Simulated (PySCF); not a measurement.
## Computed structure and properties of [Ce(NH3)]3+

System: [Ce(NH3)]3+ (singlet in the valence; each metal's 4f electrons, 1 of them, lie in its core potential, out of spins and levels); start: template (C3v). Method: PySCF 2.14.0, RKS r2SCAN, Ce lcecp-1-SVP with ECP47, N def2-SVP, H def2-SVP; non-relativistic Hamiltonian with scalar-relativistic core potentials where named; density fitting; no spin-orbit coupling.

Input of the relaxation:

```python
mol = gto.M(atom='''
Ce     0.00000     0.00000    -0.29057
N     -0.00000    -0.00000     2.31693
H      0.93916     0.00004     2.71493
H     -0.46961     0.81332     2.71493
H     -0.46955    -0.81335     2.71493''',
    basis={'Ce': 'lcecp-1-SVP', 'N': 'def2-SVP', 'H': 'def2-SVP'},
    ecp={'Ce': 'lcecp-1-SVP'},
    charge=3, spin=0)
mf = dft.RKS(mol, xc='R2SCAN')
mf.grids.atom_grid = (50, 194)  # f atoms: unpruned, at least (60, 302)
mf = mf.density_fit()  # fitting sets: Ce AutoAux, N def2-universal-JKFIT, H def2-universal-JKFIT
mf.conv_tol = 1e-08; mf.max_cycle = 55
mf.kernel(dm0)  # dm0: converged density of the start geometry
# quasi-Newton relaxation in Cartesian coordinates to a largest gradient under 0.00045 Eh/bohr, steps kept in the point group
```

Run from Python with OMP_NUM_THREADS=2; the lines above give its settings. Where DIIS fails, smearing, a level shift and second-order steps follow.
It took 12 s on 2 threads of Arm Neoverse V2, with other jobs on the host, from the converged density of the start.

Course of the relaxation:

```tsv
step	energy above end (eV)	largest force component within the symmetry (eV/Å)
0	0.1035	2.273
1	0.0362	0.941
2	0.0100	0.352
3	0.0037	0.198
4	0.0003	0.093
5	0.0000	0.014
6	0.0000	0.003
```

Relaxed geometry (C3v):

```xyz
5

Ce    0.0000    0.0000   -0.2149
N     0.0000    0.0000    2.2524
H     0.9402    0.0000    2.7112
H    -0.4701    0.8142    2.7112
H    -0.4701   -0.8143    2.7112
```

```
     contact      Å
Ce1–N2 (NH3)  2.467
```

On the finer grid (75, 302):

The HOMO is -25.64 eV. The LUMO is -20.03 eV, the dipole about the centre of mass is 3.19 D and the set of Mulliken populations of Ce1 outside the core potential is s 2.05, p 6.03, d 0.37, f 0.01. The D3(BJ) dispersion energy (not in the energies) is -0.017 eV.

```tsv
atom	Mulliken (e)	Löwdin (e)	spin (e)
Ce1	2.53	2.45	0.00
N2	-0.40	-0.02	0.00
H3	0.29	0.19	0.00
H4	0.29	0.19	0.00
H5	0.29	0.19	0.00
```

The 4f levels lie in the core potential and are missing. Their spin isn't counted.

No frequency check is given for this geometry.

Taking off one NH3 (charge 0, singlet; the rest: singlet) in vacuum, both parts rigid, costs 5.02 eV; the small basis without counterpoise inflates it. Parting with an electron moved from the ligand to the metal can be far cheaper, even downhill.

Rigid scan of NH3 along the line from its metal:

(distance to N2 (Å), energy (eV)): (2.17, 0.526), (2.27, 0.204), (2.37, 0.044), (2.47, 0.000), (2.57, 0.035), (2.67, 0.125), (2.87, 0.396)

One start shape was tried, so this needn't be the lowest isomer.

An lcecp potential fixes the number of 4f electrons, so in runs with it no electron can move into or out of that shell.
